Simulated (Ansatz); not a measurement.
A run for Ansatz (a first-principles code): R-r2SCAN/def2-TZVPP on C3H10Si (SMILES CC[SiH2]C), a point of a torsion scan.

Ansatz 0.2 input:
```yaml
crystal:
  periodic: [false, false, false]
  atoms:
    - {symbol: C, position_ang: [1.94031866, 0.28814255, -0.78008749]}
    - {symbol: C, position_ang: [0.92803471, 0.43914076, 0.35153607]}
    - {symbol: Si, position_ang: [-0.57792757, -0.73305645, 0.23053218]}
    - {symbol: C, position_ang: [-0.20460136, -2.21953477, -0.89022748]}
    - {symbol: H, position_ang: [2.76684216, 0.98680321, -0.65475452]}
    - {symbol: H, position_ang: [1.47557711, 0.48645806, -1.74370778]}
    - {symbol: H, position_ang: [2.34997975, -0.71895963, -0.80029709]}
    - {symbol: H, position_ang: [1.44403444, 0.27042339, 1.29898266]}
    - {symbol: H, position_ang: [0.57987587, 1.47270230, 0.37909295]}
    - {symbol: H, position_ang: [-0.93485209, -1.20204284, 1.57657807]}
    - {symbol: H, position_ang: [-1.71836328, -0.00046149, -0.34090691]}
    - {symbol: H, position_ang: [0.03728728, -1.90532127, -1.90139259]}
    - {symbol: H, position_ang: [-1.06370321, -2.88114883, -0.94938767]}
    - {symbol: H, position_ang: [0.63191927, -2.80487251, -0.51805127]}
basis:
  gaussian:
    orbitals: def2-TZVPP
hamiltonian:
  xc: {name: r2SCAN}
scf: {lower_state_search: off}
```

The head of its log:

```
WARN ansatz: RAYON_NUM_THREADS=1 ignored (pool sized by the plan → 1); use --threads N
Functional definition: r2SCAN
these checks for a lower state are left out or cut short: stability, starts, cluster_reference, orbital_swaps, neighbouring_geometries, increment
integrals: 0.21 GiB planned
1418 factors; their error is unknown
mean field: 1.53 GiB planned
mean field evaluation 1: about -11135.5653 eV, gradient 8.2e1 eV
mean field evaluation 2: about -11119.6013 eV, gradient 1.1e2 eV
```

Problem. Predict the final total energy.

Solution. -409.7873 hartree.
